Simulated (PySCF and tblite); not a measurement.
Results of a calculation; reference values are marked as such.
C₇H₁₁F, numbered as in [CH3:1][C@:2]1([CH2:3][F:4])[C@@H:5]2[CH2:6][CH2:7][C@H:8]12. Level: PBE0-D3(BJ)/def2-SVP (IEF-PCM, dichloromethane)//GFN2-xTB, thermal terms from GFN2-xTB, symmetry numbers and mirror pairs counted. Conformers within 3 kcal/mol (GFN2-xTB free energy) were kept, 10 at most. GIAO shieldings: WP04/pcSseg-1 (IEF-PCM, dichloromethane). Shifts are against TMS (¹H), TMS (¹³C) at the same level. Programs: PySCF with density fitting and tblite.

Torsions listed: C1–C2–C3–F4. The 4-ring runs over atoms 5–6–7–8. Of a mirror pair one member is shown.

```tsv
conformer	shape	point group	mirror pair	ΔE(DFT)	Δ(G−E) at 298.15 K	δ H3 (ppm)
1	4-ring flat; -67°	C1	yes	0.00	0.00	4.35
2	4-ring flat; 180°	Cs	no	0.63	-0.09	4.85
```

Energies in kcal/mol; the thermal term leaves out symmetry numbers and mirror images.

(1) Work out the weights at 298.15 K and the ¹H shift of H3 under fast exchange.

GFN2-xTB leaves a saturated small ring flat here that puckers in reality.

Results:

(1) RT = 0.592 kcal/mol. Each conformer gets RT ln(σ/g), with σ the rotational symmetry number and g = 2 for a mirror pair: 1: σ = 1, g = 2, G = 0.00 + 0.00 − 0.41 = -0.41, 0.00 above the lowest, exp(−ΔG/RT) = 1.000; 2: σ = 1, g = 1, G = 0.63 − 0.09 + 0.00 = 0.54, 0.95 above the lowest, exp(−ΔG/RT) = 0.203. The sum is 1.203, so the weights are 83.1, 16.9 %. The averaged shift is 4.44 ppm. At 298.15 K the leading conformer alone gives 4.35 ppm and bare DFT energies give 4.48 ppm.
